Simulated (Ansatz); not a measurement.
ZrGe₁₂⁺, 13 atoms. Hardware: 2 threads of AMD EPYC 7R13 on a shared host and a share (18 GiB) of an NVIDIA H100 80GB HBM3.

In the def2 sets Zr takes a core potential; there is no spin–orbit coupling. Correlated methods freeze 108 core orbitals; core or outer-core shells of Zr, Ge are correlated, in sets that lack core-valence functions. Single mean-field runs in def2-SVP, def2-TZVP are fitted with def2-universal-jkfit.

(1) How many basis functions does each of these Ansatz runs have, and roughly what does it cost? PBE-D4/def2-TZVP, charge 1 doublet, energy and forces, from earlier orbitals; r2SCAN-D4/def2-TZVP, charge 1 doublet, energy, from earlier orbitals; PBE-D4/def2-SVP, charge 1 doublet, energy with a search over starts; HF/def2-TZVP, charge 1 doublet, energy, from earlier orbitals; PBE0-D4/def2-TZVP, charge 1 doublet, energy, from earlier orbitals; PBE-D4/def2-SVP, charge 1 doublet, relaxation, 22 steps; RPA@PBE/def2-SVP, charge 1 doublet, energy, from earlier orbitals; PBE-D4/def2-SVP, charge 1 doublet, energy, from earlier orbitals; PBE0-D4/def2-SVP, charge 1 doublet, energy, from earlier orbitals; MP2/def2-SVP, charge 1 doublet, energy, from earlier orbitals.

Answers

(1) Other jobs shared the machine, so times can vary by a factor of up to 3.

| run | functions | fitting or Cholesky vectors | wall time | peak host memory (GiB) |
| --- | --- | --- | --- | --- |
| PBE-D4/def2-SVP, charge 1 doublet, energy, from earlier orbitals | 415 | 3447 | 6 s | 0.99 |
| PBE-D4/def2-TZVP, charge 1 doublet, energy and forces, from earlier orbitals | 616 | 3447 | 10 s | 1.2 |
| RPA@PBE/def2-SVP, charge 1 doublet, energy, from earlier orbitals | 415 | 4122 | 11 s | 2.5 |
| r2SCAN-D4/def2-TZVP, charge 1 doublet, energy, from earlier orbitals | 616 | 3447 | 12 s | 1.4 |
| PBE0-D4/def2-SVP, charge 1 doublet, energy, from earlier orbitals | 415 | 3447 | 14 s | 1 |
| MP2/def2-SVP, charge 1 doublet, energy, from earlier orbitals | 415 | 4122 | 20 s | 1.1 |
| PBE0-D4/def2-TZVP, charge 1 doublet, energy, from earlier orbitals | 616 | 3447 | 23 s | 1.2 |
| PBE-D4/def2-SVP, charge 1 doublet, energy with a search over starts | 415 | 3447 | 28 s | 1.3 |
| HF/def2-TZVP, charge 1 doublet, energy, from earlier orbitals | 616 | 3447 | 30 s | 1.1 |
| PBE-D4/def2-SVP, charge 1 doublet, relaxation, 22 steps | 415 | 3447 | 1.7 min | 1 |
